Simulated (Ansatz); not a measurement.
Nan (charge +1): gap (eV) at several levels, gas phase, relaxed structures; Ansatz. Clusters are the lowest isomers that short searches found in that spin, judged at the geometry's level. HOMO and LUMO are taken over both spins. Singlets are spin-restricted. A dash marks a value that wasn't run or was left out as unsound. The structures are stationary points that may keep the symmetry of their start. Remarks come from the PBE and PBE0 runs and from stability tests at other levels; not every state was tested.

```csv
species,state,geometry,PBE/def2-SVP,PBE/def2-TZVP,revPBE/def2-TZVP,r2SCAN/def2-TZVP,PBE0/def2-SVP,PBE0/def2-TZVP,remarks
Na5⁺,singlet,r2SCAN/def2-SVP,1.39,1.38,1.38,1.55,2.33,2.32,–
Na8⁺,doublet,r2SCAN/def2-SVP,0.46,0.47,0.51,0.93,1.38,1.41,–
Na9⁺,singlet,r2SCAN/def2-SVP,1.27,1.26,–,1.39,2.09,2.10,restricted SCF unstable in HF
Na11⁺,singlet,PBE/def2-SVP,0.63,0.64,0.64,0.69,1.40,1.41,restricted SCF unstable in HF
```

Over the 3 species that have every level, the mean is 0.83 at PBE/def2-SVP, 0.83 at PBE/def2-TZVP, 0.84 at revPBE/def2-TZVP, 1.06 at r2SCAN/def2-TZVP, 1.70 at PBE0/def2-SVP, 1.71 at PBE0/def2-TZVP. Orbital gaps grow with the share of exact exchange and aren't one observable across functionals.
